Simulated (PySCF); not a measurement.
## Working out the ionisation energy of Ti

Ti [Ar] 3d2 4s2 (3F) → Ti⁺ [Ar] 3d2 4s1 (4F). All numbers are calculated (PySCF 2.14, the non-relativistic Hamiltonian (point nucleus), in def2-SVP). Frozen: [Ar]. Energies in hartree (1 hartree = 27.21139 eV):

```json
{"part": "UHF", "Ti (lower)": "-848.287292", "Ti⁺ (upper)": "-848.084123"}
{"part": "MP2 opposite-spin", "Ti (lower)": "-0.022146", "Ti⁺ (upper)": "0.000000"}
{"part": "MP2 same-spin", "Ti (lower)": "-0.005674", "Ti⁺ (upper)": "-0.005585"}
```

Question: What does Hartree-Fock give?

Answer: (-848.084123) − (-848.287292) = 0.203169 hartree = 5.529 eV.

Question: What do MP2 and SCS-MP2 (6/5 opposite-spin, 1/3 same-spin) give?

Answer: The opposite-spin parts differ by 0.603 eV and the same-spin parts by 0.002 eV. MP2: 5.529 + (0.603) + (0.002) = 6.134 eV. SCS-MP2: 5.529 + 1.2 × (0.603) + (0.002)/3 = 6.253 eV.

Measured between the centres of the two terms (NIST): 6.828 eV, so MP2 (valence) is off by -0.694 eV.

The calculation is non-relativistic.

A double-zeta basis recovers only part of the correlation energy.

What remains against the reference includes basis incompleteness, the frozen core and correlation beyond second order.
